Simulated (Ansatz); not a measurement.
Consider the formal exchange of groups at the Si–Cl bond: `F[SiH2]S[SiH2]Cl` + CH₄ → `C[SiH2]S[SiH2]F` + HCl.

Calculated with Ansatz (gas phase, PBE0-D4/def2-TZVP geometries, no zero-point term in ΔE). CCSD(T)/CBS adds triple-zeta CCSD(T) − MP2 to the extrapolated MP2 energy (def2 sets, frozen cores). This one scheme is used for every species. Functionals use def2-TZVPP. B3LYP here is the variant with VWN-RPA as its local correlation; programs differ in this. Each species was taken in one conformer, which may not be the lowest.

Task: Is it downhill or uphill in electronic energy at CCSD(T)/CBS, and by how much? (An estimate is asked.)

Result: Computed: Uphill: ΔE = +96.9 kJ/mol.

Task: What do these levels give: B2PLYP, PBE, B3LYP, HF/def2-QZVPP, SCS-MP2/def2-QZVPP, MP2/CBS(def2)? (Estimate.)

Result: The calculation gave: B2PLYP 99.6, PBE 95.8, B3LYP 99.7, HF/def2-QZVPP 105.1, SCS-MP2/def2-QZVPP 100.4, MP2/CBS(def2) 102.1 kJ/mol.

Largest T1 diagnostic among the species: 0.011.

In def2-TZVPP, CCSD(T) changes the Hartree–Fock value by −11.8 kJ/mol (the triples alone add −0.3 kJ/mol) and MP2 by −6.6 kJ/mol.
